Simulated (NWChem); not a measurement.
System: C3H5F3; SMILES C(C(F)(F)F)C

NWChem printed, in part:

```
             Northwest Computational Chemistry Package (NWChem) 7.3.0
             --------------------------------------------------------

                             Geometry "geometry" -> ""
                             -------------------------

 Output coordinates in angstroms (scale by  1.889725989 to convert to a.u.)

  No.       Tag          Charge          X              Y              Z
 ---- ---------------- ---------- -------------- -------------- --------------
    1 C                    6.0000     0.06782400     2.06914900     0.00000000
    2 C                    6.0000    -0.80846400     0.82959800     0.00000000
    3 C                    6.0000    -0.02092900    -0.45383900     0.00000000
    4 F                    9.0000     0.76868900    -0.55211900    -1.07692900
    5 F                    9.0000    -0.82815000    -1.51951400     0.00000000
    6 F                    9.0000     0.76868900    -0.55211900     1.07692900
    7 H                    1.0000     0.71380800     2.09694100     0.88944600
    8 H                    1.0000     0.71380800     2.09694100    -0.88944600
    9 H                    1.0000    -0.54938200     2.97823200     0.00000000
   10 H                    1.0000    -1.46182300     0.79885800     0.88520300
   11 H                    1.0000    -1.46182300     0.79885800    -0.88520300

 Effective nuclear repulsion energy (a.u.)     273.1080561656

                              NWChem Property Module
                              ----------------------

  itol2e modified to match energy
  convergence criterion.

                                 NWChem DFT Module
                                 -----------------

 Summary of "ao basis" -> "ao basis" (spherical)
 ------------------------------------------------------------------------------
       Tag                 Description            Shells   Functions and Types
 ---------------- ------------------------------  ------  ---------------------
 C                          pcsseg-1                 7       17   3s3p1d
 F                          pcsseg-1                 7       17   3s3p1d
 H                          pcsseg-1                 3        5   2s1p

  itol2e modified to match energy
  convergence criterion.

            General Information
            -------------------
          SCF calculation type: DFT
          Wavefunction type:  closed shell.
          No. of atoms     :    11
          No. of electrons :    50
           Alpha electrons :    25
            Beta electrons :    25
          Charge           :     0
          Spin multiplicity:     1
          Use of symmetry is: off; symmetry adaption is: off
          Maximum number of iterations: 150
          AO basis - number of functions:   127
                     number of shells:    57
          Convergence on energy requested:  1.00D-07
          Convergence on density requested:  1.00D-05
          Convergence on gradient requested:  5.00D-04

              XC Information
              --------------
                         PBE0 Method XC Functional
                     Hartree-Fock (Exact) Exchange  0.250
          PerdewBurkeErnzerhof Exchange Functional  0.750
            Perdew 1991 LDA Correlation Functional  1.000 local
           PerdewBurkeErnz. Correlation Functional  1.000 non-local

             Grid Information
             ----------------
          Grid used for XC integration:  fine
          Radial quadrature: Mura-Knowles
          Angular quadrature: Lebedev.
          Tag              B.-S. Rad. Rad. Pts. Rad. Cut. Ang. Pts.
          ---              ---------- --------- --------- ---------
          C                   0.70       70          11.0       590
          F                   0.50       70          12.0       590
          H                   0.35       60          10.0       590
          Grid pruning is: on
          Number of quadrature shells:   720
          Spatial weights used:  Erf1

      Superposition of Atomic Density Guess
      -------------------------------------

 Sum of atomic energies:        -413.55041928

      Non-variational initial energy
      ------------------------------

 Total energy =    -416.255302
 1-e energy   =   -1114.317394
 2-e energy   =     424.954036
 HOMO         =      -0.404840
 LUMO         =       0.091124

   convergence    iter        energy       DeltaE   RMS-Dens  Diis-err
 ---------------- ----- ----------------- --------- --------- ---------
 d= 0,ls=0.0,diis     1   -416.2580117372 -6.89D+02  8.58D-03  1.67D+00
 d= 0,ls=0.0,diis     2   -416.1930314597  6.50D-02  4.61D-03  2.87D+00
 d= 0,ls=0.0,diis     3   -416.4208255633 -2.28D-01  6.47D-04  2.64D-02
 d= 0,ls=0.0,diis     4   -416.4221056090 -1.28D-03  2.99D-04  5.53D-03
 d= 0,ls=0.0,diis     5   -416.4225189100 -4.13D-04  5.35D-05  9.44D-05
  Resetting Diis
 d= 0,ls=0.0,diis     6   -416.4225297493 -1.08D-05  1.16D-05  6.07D-06
 d= 0,ls=0.0,diis     7   -416.4225304171 -6.68D-07  5.11D-06  3.38D-07
 d= 0,ls=0.0,diis     8   -416.4225304220 -4.84D-09  2.41D-06  2.98D-07

         Total DFT energy =     -416.422530421957
      One electron energy =    -1117.195698090210
           Coulomb energy =      476.809297359963
    Exchange-Corr. energy =      -49.144185857345
 Nuclear repulsion energy =      273.108056165635

 Numeric. integr. density =       50.000002086495

                       DFT Final Molecular Orbital Analysis
                       ------------------------------------

 Vector   23  Occ=2.000000D+00  E=-4.064469D-01
              MO Center= -3.7D-01,  1.0D+00,  3.7D-09, r^2= 2.7D+00
   Bfn.  Coefficient  Atom+Function         Bfn.  Coefficient  Atom+Function
  ----- ------------  ---------------      ----- ------------  ---------------
     7      0.228256   1 C  px               25     -0.226606   2 C  py
    24     -0.194103   2 C  px                8      0.183064   1 C  py
    76     -0.158879   5 F  py              103      0.152569   7 H  s
   108      0.152569   8 H  s                79     -0.146052   5 F  py
    10      0.136889   1 C  px              118      0.133928  10 H  s

 Vector   24  Occ=2.000000D+00  E=-3.809615D-01
              MO Center= -2.4D-01,  1.5D+00, -7.6D-09, r^2= 2.5D+00
   Bfn.  Coefficient  Atom+Function         Bfn.  Coefficient  Atom+Function
  ----- ------------  ---------------      ----- ------------  ---------------
   103      0.266335   7 H  s               108     -0.266335   8 H  s
     9      0.246369   1 C  pz              118     -0.242083  10 H  s
   123      0.242083  11 H  s                26     -0.218689   2 C  pz
    12      0.185988   1 C  pz               29     -0.161324   2 C  pz
     6      0.124494   1 C  pz               23     -0.108808   2 C  pz

 Vector   25  Occ=2.000000D+00  E=-3.774642D-01
              MO Center= -2.2D-01,  7.7D-01,  2.7D-08, r^2= 3.4D+00
   Bfn.  Coefficient  Atom+Function         Bfn.  Coefficient  Atom+Function
  ----- ------------  ---------------      ----- ------------  ---------------
   113      0.255094   9 H  s                42      0.184791   3 C  py
    25     -0.171538   2 C  py               24      0.162382   2 C  px
    37      0.157080   3 C  s                76     -0.146009   5 F  py
    79     -0.140213   5 F  py                8      0.137502   1 C  py
     7     -0.131992   1 C  px               11      0.128876   1 C  py

 Vector   26  Occ=0.000000D+00  E= 5.309815D-02
              MO Center= -7.9D-01,  1.8D+00,  3.5D-08, r^2= 5.6D+00
   Bfn.  Coefficient  Atom+Function         Bfn.  Coefficient  Atom+Function
  ----- ------------  ---------------      ----- ------------  ---------------
     3      1.327380   1 C  s                20      0.876600   2 C  s
   114     -0.869315   9 H  s               119     -0.806376  10 H  s
   124     -0.806375  11 H  s                27     -0.570901   2 C  px
   104     -0.434877   7 H  s               109     -0.434877   8 H  s
    11      0.294208   1 C  py               45      0.145048   3 C  py

 Vector   27  Occ=0.000000D+00  E= 9.314789D-02
              MO Center= -1.2D+00,  9.9D-01,  6.1D-07, r^2= 5.3D+00
   Bfn.  Coefficient  Atom+Function         Bfn.  Coefficient  Atom+Function
  ----- ------------  ---------------      ----- ------------  ---------------
   119      1.554498  10 H  s               124     -1.554496  11 H  s
    29     -1.105374   2 C  pz              104      0.605823   7 H  s
   109     -0.605825   8 H  s                12     -0.239560   1 C  pz
    26     -0.216391   2 C  pz               43     -0.137814   3 C  pz
   118      0.129256  10 H  s               123     -0.129256  11 H  s

[...]

          -----------------------------------------
          Chemical Shielding Tensors (GIAO, in ppm)
          -----------------------------------------

                                NWChem CPHF Module
                                ------------------

  scftype          =     RHF
  nclosed          =       25
  nopen            =        0
  variables        =     2550
  # of vectors     =        3
  tolerance        = 0.10D-03
  level shift      = 0.00D+00
  max iterations   =       50
  max subspace     =       30

 SCF residual:    1.1937734625704092E-004

Iterative solution of linear equations
  No. of variables     2550
  No. of equations        3
  Maximum subspace       30
        Iterations       50
       Convergence  1.0D-04

   iter   nsub   residual    time
   ----  ------  --------  ---------
     1      3    3.99D-01      67.3
     2      6    1.09D-02      72.4
     3      9    7.88D-04      77.5
     4     12    4.70D-05      82.6

      Atom:    1  C
        Diamagnetic
    247.4192      6.9085     -0.0000
      6.9085    257.7042      0.0000
     -0.0000      0.0000    242.4569

        Paramagnetic
    -69.2131     -0.5199      0.0000
     -0.5199    -75.7912      0.0000
      0.0000      0.0000    -73.3778

        Total Shielding Tensor
    178.2062      6.3885      0.0000
      6.3885    181.9130      0.0000
      0.0000      0.0000    169.0791

           isotropic =     176.3994
          anisotropy =      15.4682

          Principal Components and Axis System
                 1           2           3
              186.7115    173.4076    169.0791

      1         0.6006      0.7996     -0.0000
      2         0.7996     -0.6006      0.0000
      3         0.0000      0.0000      1.0000

      Atom:    2  C
        Diamagnetic
    246.7685     -1.2059     -0.0000
     -1.2059    262.0270     -0.0000
     -0.0000     -0.0000    241.3722

        Paramagnetic
    -91.7753     -9.1582      0.0000
     -9.1582    -95.1278     -0.0000
      0.0000     -0.0000   -101.5997

        Total Shielding Tensor
    154.9933    -10.3641     -0.0000
    -10.3641    166.8993     -0.0000
     -0.0000     -0.0000    139.7725

           isotropic =     153.8883
          anisotropy =      28.5150

          Principal Components and Axis System
                 1           2           3
              172.8984    148.9942    139.7725

      1        -0.5010      0.8655      0.0000
      2         0.8655      0.5010      0.0000
      3        -0.0000     -0.0000      1.0000

      Atom:    3  C
        Diamagnetic
    241.0926      1.0898     -0.0000
      1.0898    241.9761      0.0000
     -0.0000      0.0000    240.8389

        Paramagnetic
   -189.0137     -3.8485      0.0000
     -3.8485   -185.4908      0.0000
      0.0000      0.0000   -192.9516

        Total Shielding Tensor
     52.0789     -2.7587      0.0000
     -2.7587     56.4853      0.0000
      0.0000      0.0000     47.8873

           isotropic =      52.1505
          anisotropy =       8.4932

          Principal Components and Axis System
                 1           2           3
               57.8126     50.7516     47.8873

      1        -0.4336      0.9011     -0.0000
      2         0.9011      0.4336     -0.0000
      3        -0.0000      0.0000      1.0000

      Atom:    4  F
        Diamagnetic
    474.4806     -0.0848    -11.8572
     -0.0848    466.9684      1.1359
    -11.8572      1.1359    483.4744

        Paramagnetic
   -185.5339      5.4619    -18.1034
      5.4619   -273.7841     45.7288
    -18.1034     45.7288   -165.4180

        Total Shielding Tensor
    288.9466      5.3771    -29.9606
      5.3771    193.1843     46.8646
    -29.9606     46.8646    318.0564

           isotropic =     266.7291
          anisotropy =     119.4979

          Principal Components and Axis System
                 1           2           3
              346.3944    278.1937    175.5993

      1        -0.4292      0.8934     -0.1328
      2         0.2504      0.2589      0.9329
      3         0.8678      0.3671     -0.3348

      Atom:    5  F
        Diamagnetic
    476.5865     12.9391      0.0000
     12.9391    481.6591     -0.0000
      0.0000     -0.0000    466.2982

        Paramagnetic
   -267.8218     61.1807     -0.0000
     61.1807   -180.8968      0.0000
     -0.0000      0.0000   -210.3508

        Total Shielding Tensor
    208.7647     74.1199     -0.0000
     74.1199    300.7623      0.0000
     -0.0000      0.0000    255.9474

           isotropic =     255.1581
          anisotropy =     130.2580

          Principal Components and Axis System
                 1           2           3
              341.9968    255.9474    167.5302

      1         0.4862     -0.0000      0.8739
      2         0.8739     -0.0000     -0.4862
      3         0.0000      1.0000      0.0000

      Atom:    6  H
        Diamagnetic
     28.3011      2.9748      7.5078
      2.9748     28.2317      2.2818
      7.5078      2.2818     30.8263

        Paramagnetic
      0.9791     -0.8640     -2.8771
     -0.8640      1.5511     -0.6582
     -2.8771     -0.6582      0.3345

        Total Shielding Tensor
     29.2801      2.1108      4.6307
      2.1108     29.7828      1.6235
      4.6307      1.6235     31.1609

           isotropic =      30.0746
          anisotropy =       8.9304

          Principal Components and Axis System
                 1           2           3
               36.0282     28.8003     25.3953

      1         0.6010     -0.1134      0.7911
      2         0.3852      0.9084     -0.1624
      3         0.7003     -0.4023     -0.5897

      Atom:    7  H
        Diamagnetic
     26.9336     -5.3496     -0.0000
     -5.3496     38.7837      0.0000
     -0.0000      0.0000     22.6543

        Paramagnetic
      1.5795      2.1473     -0.0000
      2.1473     -2.2566     -0.0000
     -0.0000     -0.0000      3.1467

        Total Shielding Tensor
     28.5131     -3.2023     -0.0000
     -3.2023     36.5272     -0.0000
     -0.0000     -0.0000     25.8010

           isotropic =      30.2804
          anisotropy =      11.0537

          Principal Components and Axis System
                 1           2           3
               37.6496     27.3907     25.8010

      1        -0.3308      0.9437      0.0000
      2         0.9437      0.3308      0.0000
      3        -0.0000     -0.0000      1.0000

      Atom:    8  H
        Diamagnetic
     30.4156     -1.3992     -8.5321
     -1.3992     26.5117      0.4984
     -8.5321      0.4984     30.3628

        Paramagnetic
      0.4067      1.4490      3.9908
      1.4490      2.2310     -0.3843
      3.9908     -0.3843     -1.4975

        Total Shielding Tensor
     30.8223      0.0498     -4.5413
      0.0498     28.7427      0.1141
     -4.5413      0.1141     28.8653

           isotropic =      29.4768
          anisotropy =       7.5191

          Principal Components and Axis System
                 1           2           3
               34.4895     28.7466     25.1942

      1         0.7780      0.0257      0.6278
      2        -0.0057      0.9994     -0.0338
      3        -0.6283      0.0227      0.7776
```

Level: PBE0/pcSseg-1, GIAO. Geometry: optimised at PBE0/def2-SVP. The output numbers the shielded atoms by their place in the input's list. The printed shielding anisotropy is the first printed principal value minus the mean of the other two.

Problem. Which NWChem input produces such a log?

Solution. This is not unique; one that fits is the input that was run:
```
start job
memory heap 200 mb stack 900 mb global 1100 mb
geometry units angstroms noautosym nocenter noautoz
  C      0.067824     2.069149     0.000000
  C     -0.808464     0.829598     0.000000
  C     -0.020929    -0.453839     0.000000
  F      0.768689    -0.552119    -1.076929
  F     -0.828150    -1.519514     0.000000
  F      0.768689    -0.552119     1.076929
  H      0.713808     2.096941     0.889446
  H      0.713808     2.096941    -0.889446
  H     -0.549382     2.978232     0.000000
  H     -1.461823     0.798858     0.885203
  H     -1.461823     0.798858    -0.885203
end
basis spherical
  C library pcsseg-1
  F library pcsseg-1
  H library pcsseg-1
end
dft
  xc pbe0
  iterations 150
end
property
  shielding 8 1 2 3 4 5 7 9 10
end
task dft property
```
